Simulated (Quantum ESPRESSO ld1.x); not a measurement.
Problem. Radial electron density D(r) = 4 pi r^2 rho(r) of an atom or ion with 34 electrons. Calculated with ld1.x of Quantum ESPRESSO 7.5: Dirac Kohn-Sham, PW91, spin-unpolarised, spherical densities, point nucleus.

```
   r/bohr * D(r) (the largest magnitude, 107, reaches the edge; | marks zero)
 0.002148 |     *
 0.002731 |        *
 0.003472 |            *
 0.004449 |                 *
 0.005655 |                      *
 0.007189 |                             *
 0.009213 |                                   *
  0.01171 |                                        *
  0.01501 |                                          *
  0.01908 |                                          *
  0.02425 |                                       *
  0.03108 |                                     *
  0.03951 |                                        *
  0.05023 |                                               *
  0.06437 |                                                      *
  0.08183 |                                                    *
   0.1049 |                                           *
   0.1333 |                                       *
   0.1695 |                                            *
   0.2172 |                                             *
   0.2761 |                                *
   0.3538 |                *
   0.4497 |          *
   0.5717 |       *
   0.7326 |  *
   0.9313 |*
    1.184 *
    1.517 *
```

What is the nuclear charge?

Solution. Z = 62. The innermost maximum, from 1s, lies near gamma/Z bohr with gamma = sqrt(1 - (Z/c)^2) = 0.892, here 0.0144 bohr (found: 0.0159), and its height grows with Z. The density is that of the samarium ion Sm28+ in [Ar] 3d10 4s2 4p4; the configuration itself is not fixed sharply by these data, and Z only to a few units. D(r) has 3 maxima, at r = 0.0159, 0.0692, 0.199 bohr, and minima at 0.0306, 0.130 bohr, inside which lie 2.01, 11.09 electrons.
